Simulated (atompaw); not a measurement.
# What one change does to a pseudopotential (rubidium, PAW (atompaw))

| Property | Result |
| --- | --- |
| Element | rubidium |
| Generator | atompaw 4.2.0.5 |
| Type | PAW |
| Functional | PBE |
| Relativity | scalar-relativistic |
| Frozen core | [Ar] 3d10 |
| Valence charge | 9 |
| Reference configuration | 4s2 4p6 5s1 5p0 |
| Partial waves | 4s (bound): rc 1.90 bohr; 5s (bound): rc 3.00 bohr; 4p (bound): rc 2.00 bohr; 5p (bound, empty): rc 3.00 bohr; 4d channel at -0.15 Ry: rc 3.00 bohr; 4d channel at 2.25 Ry: rc 2.55 bohr |
| Local potential | bessel scheme, radius 2.55 bohr |
| Core correction | smooth core density matched at 1.60 bohr |
| Augmentation charge | sinc compensation charge, radius 2.15 bohr; PAW radius 3.00 bohr; waves and projectors: custom rrkj gramschmidtortho |

Change: all radii scaled by about 0.83 (s 1.56, p 1.66, d 2.48 bohr); local potential bessel scheme, radius 2.10 bohr; augmentation sinc compensation charge, radius 1.78 bohr; PAW radius 2.48 bohr; waves and projectors: custom rrkj gramschmidtortho; core correction smooth core density matched at 1.32 bohr.

Cutoffs: the cutoffs (Ry, on a coarse ladder) from which the occupation-weighted sum of valence levels, in a spherical-Bessel basis at the reference potential, stays within 10 and 1 mRy of its value at 400 Ry; they do not see the model core or the augmentation charge, which bear on the density cutoff.

**Question.** What does the change do?

**Answer.** The potential gets harder (18 Ry and 30 Ry → 25 Ry and 35 Ry); neither file shows a bound ghost. A smaller radius makes the pseudo-wave follow the all-electron one further in, where it bends more sharply, so more plane waves are needed.

```tsv
quantity	base	changed
cutoff, loose	18 Ry	25 Ry
cutoff, tight	30 Ry	35 Ry
loose cutoff by channel (10 mRy a level)	s 10 Ry, p 15 Ry	s 8 Ry, p 18 Ry
bound ghosts	none	none
lowest overlap eigenvalue by channel	s 0.05, p 0.00, d 0.52	s 0.05, p 0.28, d 0.65
```

 The cutoffs see the waves, projectors and local potential, not the compensation charge or the core.
